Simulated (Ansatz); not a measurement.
Reactions of C3H9BSi, SMILES `C[SiH]1BCC1`.

Program: Ansatz. Geometries: PBE0-D4/def2-TZVP. ΔE: electronic, gas phase. CCSD(T)/CBS adds triple-zeta CCSD(T) − MP2 to the extrapolated MP2 energy (def2 sets, frozen cores). DFT in def2-TZVPP. def2 core potentials past Kr. For Ge, In, Se outer-core shells are correlated without core-valence functions, which leaves a few kJ/mol of doubt a bond. Scalar relativity is left out up to krypton. Each species was taken in one conformer, which may not be the lowest.

| reaction | PBE0-D4 (kcal/mol) | CCSD(T)/CBS(def2) (kcal/mol) |
| --- | --- | --- |
| `C[SiH]1BCC1` + `[CH3][GeH2][SeH]` → `B1CC[SiH2]1` + `[CH3][GeH2][Se]C` | 11.4 | 11.0 |
| `C[SiH]1BCC1` + `OBCCl` → `COBCCl` + `B1CC[SiH2]1` | 24.7 | 24.5 |
| `C[SiH]1BCC1` + `[F][Al]([F])[SH]` → `S[SiH]1BCC1` + `[CH3][Al]([F])[F]` | 7.6 | 8.3 |
| `C[SiH]1BCC1` + `C[O][In]([OH])[SH]` → `C[O][In]([SH])[O]C` + `B1CC[SiH2]1` | 24.3 | 24.7 |

Largest T1 diagnostic: 0.016, for `C[O][In]([OH])[SH]`.
